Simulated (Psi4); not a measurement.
ClIn, charge +1, doublet, at a GFN2-xTB geometry (such geometries of metal compounds can be far from the true shape) (a state made from the parent by changing its charge; the spin is typed, not shown lowest) (core potentials on In); BHHLYP/def2-TZVP in Psi4.

Input for Psi4:
```
memory 2 GB

molecule mol {
1 2
  In   -0.000000   -0.000000   -0.646466
  Cl    0.000000    0.000000    1.863344
}

set basis def2-tzvp
set reference uks
set scf_type pk
set puream true
set d_convergence 1e-8
set dft_radial_points 99
set dft_spherical_points 590

energy('bhhlyp')
print_variables()
```

Q: Write the output that Psi4 gives for this input, abridged.

A: 
```
   => Loading Basis Set <=

    Name: DEF2-TZVP
    Role: ORBITAL
    Keyword: BASIS

    !!!  WARNING: ECP capability is in beta. Please check occupations closely.  !!!

         ---------------------------------------------------------
                                   SCF
               by Justin Turney, Rob Parrish, Andy Simmonett
                          and Daniel G. A. Smith
                              UKS Reference
         ---------------------------------------------------------

  ==> Geometry <==

    Molecular point group: c2v
    Full point group: C_inf_v

    Geometry (in Angstrom), charge = 1, multiplicity = 2:

       Center              X                  Y                   Z               Mass
    ------------   -----------------  -----------------  -----------------  -----------------
         IN           0.000000000000     0.000000000000    -0.585598029048   114.903878776000
         CL           0.000000000000     0.000000000000     1.924211970952    34.968852682000

  Running in c2v symmetry.

  Rotational constants: A = ************  B =      0.09982  C =      0.09982 [cm^-1]
  Rotational constants: A = ************  B =   2992.55443  C =   2992.55443 [MHz]
  Nuclear repulsion =   75.271141723552788

  Charge       = 1
  Multiplicity = 2
  Electrons    = 37
  Nalpha       = 19
  Nbeta        = 18

  ==> Algorithm <==

  SCF Algorithm Type is PK.
  DIIS enabled.
  MOM disabled.
  Fractional occupation disabled.
  Guess Type is SAD.
  Energy threshold   = 1.00e-06
  Density threshold  = 1.00e-08
  Integral threshold = 1.00e-12

  ==> Primary Basis <==

  Basis Set: DEF2-TZVP
    Blend: DEF2-TZVP
    Number of shells: 29
    Number of basis functions: 87
    Number of Cartesian functions: 101
    Spherical Harmonics?: true
    Max angular momentum: 3

  Core potential: DEF2-TZVP
    Number of shells: 4
    Number of ECP primitives: 18
    Number of ECP core electrons: 28
    Max angular momentum: 3

  ==> DFT Potential <==

   => LibXC <=

    Version 7.1.2
    S. Lehtola, C. Steigemann, M. J. T. Oliveira, and M. A. L. Marques,  SoftwareX 7, 1–5 (2018) (10.1016/j.softx.2017.11.002)

   => Composite Functional: BHANDHLYP <=

    BHandHLYP Hyb-GGA Exchange-Correlation Functional

    A. D. Becke,  J. Chem. Phys. 98, 1372 (1993) (10.1063/1.464304)
    Defined through Gaussian implementation.

    Deriv               =              1
    GGA                 =           TRUE
    Meta                =          FALSE

    Exchange Hybrid     =           TRUE
    MP2 Hybrid          =          FALSE

   => Exchange Functionals <=

    0.5000         Becke 88

   => Exact (HF) Exchange <=

    0.5000               HF

   => Correlation Functionals <=

    1.0000   Lee, Yang & Parr

   => LibXC Density Thresholds  <==

    XC_HYB_GGA_XC_BHANDHLYP:  1.00E-15

   => Molecular Quadrature <=

    Radial Scheme          =       TREUTLER
    Pruning Scheme         =           NONE
    Nuclear Scheme         =       TREUTLER

    Blocking Scheme        =         OCTREE
    BS radius alpha        =              1
    Pruning alpha          =              1
    Radial Points          =             99
    Spherical Points       =            590
    Total Points           =         111081
    Total Blocks           =            973
    Max Points             =            256
    Max Functions          =             82
    Weights Tolerance      =       1.00E-15

  ==> Integral Setup <==

  Using in-core PK algorithm.
   Calculation information:
      Number of atoms:                   2
      Number of AO shells:              29
      Number of primitives:             56
      Number of atomic orbitals:       101
      Number of basis functions:        87

      Integral cutoff                 1.00e-12
      Number of threads:                 1

  Performing in-core PK
  Using 14657412 doubles for integral storage.
  We computed 86725 shell quartets total.
  Whereas there are 94830 unique shell quartets.

[...]
   -------------------------
    Total      87      87
   -------------------------

  ==> Iterations <==

                        Total Energy        Delta E     RMS |[F,P]|

   @UKS iter SAD:  -649.22177048212393   -6.49222e+02   0.00000e+00
   @UKS iter   1:  -649.92043930023056   -6.98669e-01   9.07379e-03 DIIS/ADIIS
   @UKS iter   2:  -649.93377456862368   -1.33353e-02   8.01539e-03 DIIS/ADIIS
   @UKS iter   3:  -649.99926683758690   -6.54923e-02   1.65177e-03 DIIS/ADIIS
   @UKS iter   4:  -650.00363225657077   -4.36542e-03   6.00589e-04 DIIS/ADIIS
   @UKS iter   5:  -650.00503600000184   -1.40374e-03   2.62880e-04 DIIS/ADIIS
   @UKS iter   6:  -650.00544727029876   -4.11270e-04   1.10506e-04 DIIS/ADIIS
   @UKS iter   7:  -650.00553878780977   -9.15175e-05   3.64574e-05 DIIS
   @UKS iter   8:  -650.00555016976637   -1.13820e-05   1.56504e-05 DIIS
   @UKS iter   9:  -650.00555150829780   -1.33853e-06   3.77142e-06 DIIS
   @UKS iter  10:  -650.00555156183043   -5.35326e-08   6.46054e-07 DIIS
   @UKS iter  11:  -650.00555156282826   -9.97829e-10   1.29174e-07 DIIS
   @UKS iter  12:  -650.00555156289784   -6.95763e-11   4.04723e-08 DIIS
   @UKS iter  13:  -650.00555156290113   -3.29692e-12   5.64062e-09 DIIS
  Energy and wave function converged.

  ==> Post-Iterations <==

   Electrons on quadrature grid:
      Nalpha   =   19.0000001954 ; deviation = 1.954e-07
      Nbeta    =   18.0000002087 ; deviation = 2.087e-07
      Ntotal   =   37.0000004041 ; deviation = 4.041e-07

   @Spin Contamination Metric:   2.005151848E-02
   @S^2 Expected:                7.500000000E-01
   @S^2 Observed:                7.700515185E-01
   @S   Expected:                5.000000000E-01
   @S   Observed:                5.000000000E-01

    Orbital Energies [Eh]
    ---------------------

    Alpha Occupied:

[...]
      10A1    -0.576126

    Alpha Virtual:

[...]
    Beta Occupied:

[...]
    Beta Virtual:

[...]
    Final Occupation by Irrep:
             A1    A2    B1    B2
    DOCC [     9,    1,    4,    4 ]
    SOCC [     1,    0,    0,    0 ]
    NA   [    10,    1,    4,    4 ]
    NB   [     9,    1,    4,    4 ]

  @UKS Final Energy:  -650.00555156290113

   => Energetics <=

    Nuclear Repulsion Energy =             75.2711417235527875
    One-Electron Energy =               -1111.4318225253541641
    Two-Electron Energy =                 409.2521782399725225
    DFT Exchange-Correlation Energy =     -23.0970490010722607
    Empirical Dispersion Energy =           0.0000000000000000
    VV10 Nonlocal Energy =                  0.0000000000000000
    Total Energy =                       -650.0055515629011325

  UHF NO Occupations:
  HONO-2 :    8 A1 1.9992661
  HONO-1 :    9 A1 1.9909523
  HONO-0 :   10 A1 1.0000000
  LUNO+0 :   11 A1 0.0090477
  LUNO+1 :   12 A1 0.0007339
  LUNO+2 :    5 B2 0.0000802
  LUNO+3 :    5 B1 0.0000802

Computation Completed

Properties will be evaluated at   0.000000,   0.000000,   0.000000 [a0]

Properties computed using the SCF density matrix

 Multipole Moments:

 ------------------------------------------------------------------------------------
     Multipole            Electronic (a.u.)      Nuclear  (a.u.)        Total (a.u.)
 ------------------------------------------------------------------------------------

 L = 1.  Multiply by 2.5417464519 to convert [e a0] to [Debye]
 Dipole X            :          0.0000000            0.0000000            0.0000000
 Dipole Y            :          0.0000000            0.0000000            0.0000000
 Dipole Z            :        -39.8010616           38.5769540           -1.2241076
 Magnitude           :                                                    1.2241076

 ------------------------------------------------------------------------------------

  Variable Map:
  ----------------------------------------------------------------------------
[...]
  Array Variable Map:
  ----------------------------------------------------------------------------
[...]
[...]
```
